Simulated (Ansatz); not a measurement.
The cluster Pb₂O₃. Total charge 0; singlet. Geometry PBE-D4/def2-SVP; atoms count from 1.

```tsv
atom	x (Å)	y (Å)	z (Å)
Pb1	-0.064	0.477	0.761
Pb2	0.157	-1.248	-1.972
O3	-0.971	0.422	-1.184
O4	1.045	-1.196	0.001
O5	-0.167	1.545	2.394
```

In the def2 sets Pb takes a core potential; there is no spin–orbit coupling. The restricted singlet is unstable towards broken spin symmetry in Hartree–Fock (as tested in another run); at PBE0-D4/def2-TZVP this wasn't settled. Another isomer (singlet) lies 1.17 eV lower at PBE0-D4/def2-TZVP; other spin states weren't run for this one.

Estimate the Mulliken populations from the PBE0/def2-TZVP orbitals of Ansatz.


```tsv
atom	charge (e)
Pb1	1.15
Pb2	0.87
O3	-0.71
O4	-0.71
O5	-0.59
```
Mulliken values depend strongly on the basis.

And the Mayer bond orders between heavy atoms (over 0.3)?

Pb1–O3 0.80 (2.15 Å); Pb1–O4 0.80 (2.15 Å); Pb1–O5 1.48 (1.95 Å); Pb2–O3 0.84 (2.16 Å); Pb2–O4 0.84 (2.16 Å).
